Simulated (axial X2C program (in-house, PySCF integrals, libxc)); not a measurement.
# Ionising GeF

Calculated with an in-house all-electron X2C program for linear molecules (integrals from PySCF), spin-free (one-electron X2C) or two-component (2c: spin–orbit coupling with atomic mean-field Coulomb and Gaunt terms, which also bring small scalar terms), in Dyall basis sets with cores contracted in-house; open shells are unrestricted.

Basis sets: F dyall-av3z, Ge dyall-cv3z. Frozen shells (counts by l): GeF Ge 3s2p1d, F 1s, 11 electrons correlated; GeF⁺ Ge 3s2p1d, F 1s, 10 electrons correlated. Coupled cluster in natural virtuals with an MP2 remainder. Where the outer core of a metal is frozen, bonds come out longer and ionisation energies lower.

| Hamiltonian | level | GeF state | Re (Å) | ωe (cm⁻¹) | De (eV) |
| --- | --- | --- | --- | --- | --- |
| spin-free | HF | M_S = 1/2, Λ = 1 | 1.729 | 696.0 | 3.30 |
| spin-free | PBE0 | M_S = 1/2, Λ = 1 | 1.753 | 657.7 | 5.17 |
| spin-free | MP2 | M_S = 1/2, Λ = 1 | 1.761 | 654.0 | 5.54 |
| spin-free | CCSD | M_S = 1/2, Λ = 1 | 1.752 | 666.7 | 5.08 |
| spin-free | CCSD(T) | M_S = 1/2, Λ = 1 | 1.758 | 656.5 | 5.23 |
| 2c | HF | Ω = 1/2 | 1.730 | 694.5 | n/a |
| 2c | PBE0 | Ω = 1/2 | 1.754 | 656.4 | n/a |
| 2c | MP2 | Ω = 1/2 | 1.762 | 652.8 | n/a |
| 2c | CCSD | Ω = 1/2 | 1.753 | 665.3 | n/a |
| 2c | CCSD(T) | Ω = 1/2 | 1.759 | 655.4 | n/a |

Adiabatic ionisation energy (minimum to minimum, no zero-point term) and constants of GeF⁺:

```json
{"Hamiltonian": "spin-free", "level": "HF", "GeF⁺ state": "M_S = 0, Λ = 0", "IE (eV)": "7.00", "Re (Å)": "1.647", "ωe (cm⁻¹)": "863.0", "De (eV)": "3.70", "fragments": "Ge+ + F"}
{"Hamiltonian": "spin-free", "level": "PBE0", "GeF⁺ state": "M_S = 0, Λ = 0", "IE (eV)": "7.45", "Re (Å)": "1.672", "ωe (cm⁻¹)": "805.0", "De (eV)": "5.64", "fragments": "Ge+ + F"}
{"Hamiltonian": "spin-free", "level": "MP2", "GeF⁺ state": "M_S = 0, Λ = 0", "IE (eV)": "7.25", "Re (Å)": "1.678", "ωe (cm⁻¹)": "804.7", "De (eV)": "6.03", "fragments": "Ge+ + F"}
{"Hamiltonian": "spin-free", "level": "CCSD", "GeF⁺ state": "M_S = 0, Λ = 0", "IE (eV)": "7.34", "Re (Å)": "1.670", "ωe (cm⁻¹)": "820.8", "De (eV)": "5.51", "fragments": "Ge+ + F"}
{"Hamiltonian": "spin-free", "level": "CCSD(T)", "GeF⁺ state": "M_S = 0, Λ = 0", "IE (eV)": "7.34", "Re (Å)": "1.677", "ωe (cm⁻¹)": "805.0", "De (eV)": "5.69", "fragments": "Ge+ + F"}
{"Hamiltonian": "2c", "level": "HF", "GeF⁺ state": "Ω = 0", "IE (eV)": "7.05", "Re (Å)": "1.647", "ωe (cm⁻¹)": "862.6", "De (eV)": "n/a", "fragments": "Ge+ + F"}
{"Hamiltonian": "2c", "level": "PBE0", "GeF⁺ state": "Ω = 0", "IE (eV)": "7.50", "Re (Å)": "1.672", "ωe (cm⁻¹)": "804.6", "De (eV)": "n/a", "fragments": "Ge+ + F"}
{"Hamiltonian": "2c", "level": "MP2", "GeF⁺ state": "Ω = 0", "IE (eV)": "7.30", "Re (Å)": "1.679", "ωe (cm⁻¹)": "804.3", "De (eV)": "5.90", "fragments": "Ge+ + F"}
{"Hamiltonian": "2c", "level": "CCSD", "GeF⁺ state": "Ω = 0", "IE (eV)": "7.39", "Re (Å)": "1.671", "ωe (cm⁻¹)": "820.4", "De (eV)": "5.38", "fragments": "Ge+ + F"}
{"Hamiltonian": "2c", "level": "CCSD(T)", "GeF⁺ state": "Ω = 0", "IE (eV)": "7.39", "Re (Å)": "1.677", "ωe (cm⁻¹)": "804.7", "De (eV)": "5.55", "fragments": "Ge+ + F"}
```

**Question.** Add the zero-point terms to the ionisation energy at CCSD(T), 2c, and say whether the electron removed was bonding.

**Answer.** IE0 = IE + (ωe⁺ − ωe)/2 = 7.39 + (0.009) = 7.40 eV. Re changes by -0.082 Å, so the bond shortens, as on loss of an antibonding or a polarising non-bonding electron.

Each entry is the lowest single determinant of a limited PBE0 search at one distance. De goes to single-determinant-based atoms at the same level (for ions the charge split of lowest energy) and is withheld (n/a) where an atom does not fit its ground term or J level. Main or longest-lived isotopes. The functionals have no current term, which raises determinants with orbital currents.
